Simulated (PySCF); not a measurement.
# Radial density of Sc⁺ (scandium, charge +1)

UHF, [Ar] 3d1 4s1, high-spin 3D determinant. Computed with PySCF 2.14 in aug-cc-pVDZ-DK (7s6p4d2f, 59 functions), with the spin-free X2C one-electron Hamiltonian (Gaussian nucleus).

```json
{"r (bohr)": "0.00131", "4πr²ρ (e/bohr)": "0.1678", "4πr²(ρα − ρβ)": "0.0001"}
{"r (bohr)": "0.00220", "4πr²ρ (e/bohr)": "0.4305", "4πr²(ρα − ρβ)": "0.0002"}
{"r (bohr)": "0.00370", "4πr²ρ (e/bohr)": "1.081", "4πr²(ρα − ρβ)": "0.0004"}
{"r (bohr)": "0.00622", "4πr²ρ (e/bohr)": "2.618", "4πr²(ρα − ρβ)": "0.0011"}
{"r (bohr)": "0.0105", "4πr²ρ (e/bohr)": "5.953", "4πr²(ρα − ρβ)": "0.0024"}
{"r (bohr)": "0.0176", "4πr²ρ (e/bohr)": "12.10", "4πr²(ρα − ρβ)": "0.0047"}
{"r (bohr)": "0.0296", "4πr²ρ (e/bohr)": "20.30", "4πr²(ρα − ρβ)": "0.0072"}
{"r (bohr)": "0.0498", "4πr²ρ (e/bohr)": "24.88", "4πr²(ρα − ρβ)": "0.0061"}
{"r (bohr)": "0.0838", "4πr²ρ (e/bohr)": "20.56", "4πr²(ρα − ρβ)": "-0.0007"}
{"r (bohr)": "0.141", "4πr²ρ (e/bohr)": "19.41", "4πr²(ρα − ρβ)": "0.0065"}
{"r (bohr)": "0.237", "4πr²ρ (e/bohr)": "26.40", "4πr²(ρα − ρβ)": "0.0440"}
{"r (bohr)": "0.399", "4πr²ρ (e/bohr)": "14.84", "4πr²(ρα − ρβ)": "0.1277"}
{"r (bohr)": "0.671", "4πr²ρ (e/bohr)": "7.089", "4πr²(ρα − ρβ)": "0.4405"}
{"r (bohr)": "1.13", "4πr²ρ (e/bohr)": "8.072", "4πr²(ρα − ρβ)": "0.5825"}
{"r (bohr)": "1.90", "4πr²ρ (e/bohr)": "2.020", "4πr²(ρα − ρβ)": "0.4977"}
{"r (bohr)": "3.19", "4πr²ρ (e/bohr)": "0.4742", "4πr²(ρα − ρβ)": "0.4431"}
{"r (bohr)": "5.37", "4πr²ρ (e/bohr)": "0.08813", "4πr²(ρα − ρβ)": "0.0881"}
{"r (bohr)": "9.03", "4πr²ρ (e/bohr)": "0.0007122", "4πr²(ρα − ρβ)": "0.0007"}
```

Densities and radii are taken from the X2C orbitals without a picture-change correction, which distorts them close to the nucleus.
